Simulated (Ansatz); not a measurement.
`[SiH3][SiH2][TeH]` + H₂O → `O[SiH2][TeH]` + SiH₄ at 500 K and 1 bar (formal hydrolysis of the Si–Si bond).

Program: Ansatz. Geometries: PBE0-D4/def2-TZVP. ΔE: electronic, gas phase. CCSD(T)/CBS is the MP2 limit (def2-TZVPP, def2-QZVPP) plus CCSD(T) − MP2 in def2-TZVPP, frozen cores. This one scheme is used for every species. def2 core potentials past Kr. For Te outer-core shells are correlated without core-valence functions, which leaves a few kJ/mol of doubt a bond. Each species was taken in one conformer, which may not be the lowest.

```json
{"species": "`[SiH3][SiH2][TeH]`", "CCSD(T)/CBS energy (Eh)": "-849.49595", "H − E (kJ/mol)": "173.5", "S (J/(mol·K))": "430.4"}
{"species": "H₂O", "CCSD(T)/CBS energy (Eh)": "-76.37941", "H − E (kJ/mol)": "73.2", "S (J/(mol·K))": "206.3"}
{"species": "`O[SiH2][TeH]`", "CCSD(T)/CBS energy (Eh)": "-634.44375", "H − E (kJ/mol)": "137.5", "S (J/(mol·K))": "378.1"}
{"species": "SiH₄", "CCSD(T)/CBS energy (Eh)": "-291.46306", "H − E (kJ/mol)": "102.4", "S (J/(mol·K))": "230.9"}
```

H − E and S are ideal-gas, rigid-rotor, harmonic terms from PBE0-D4/def2-TZVP, for one conformer and one mirror image of each species. 1 Eh = 2625.50 kJ/mol, R = 8.31446 J/(mol·K).

Question: By hand: ΔE, ΔH, ΔS and ΔG.

Answer: ΔE = (-634.44375) + (-291.46306) − (-849.49595) − (-76.37941) = -0.03145 Eh = -82.6 kJ/mol. Δ(H − E) = 137.5 + 102.4 − 173.5 − 73.2 = -6.8, so ΔH = -89.4 kJ/mol. ΔS = 378.1 + 230.9 − 430.4 − 206.3 = -27.7 J/(mol·K). ΔG = -89.4 − 500 × (-27.7)/1000 = -75.6 kJ/mol.

Question: By hand: the equilibrium constant, and the temperature at which ΔG would vanish if ΔH and ΔS stayed fixed.

Answer: log₁₀ K = −ΔG/(RT ln 10) = 7.9. ΔG = 0 at ΔH/ΔS = 3227 K, far beyond where these terms or the molecules hold.

ΔH outweighs TΔS. A doubt of 5 kJ/mol in ΔE shifts log₁₀ K by 0.5 here. Other conformers and mirror images would add mixing entropy, several J/(mol·K) or more a flexible species. Modes under 60 cm⁻¹, often nearly free rotors, make the harmonic entropy too high. These are equilibria of isolated gas molecules and say nothing of rates. Largest T1 diagnostic: 0.012 (customary marks: 0.02 for closed shells, 0.045 for open ones).
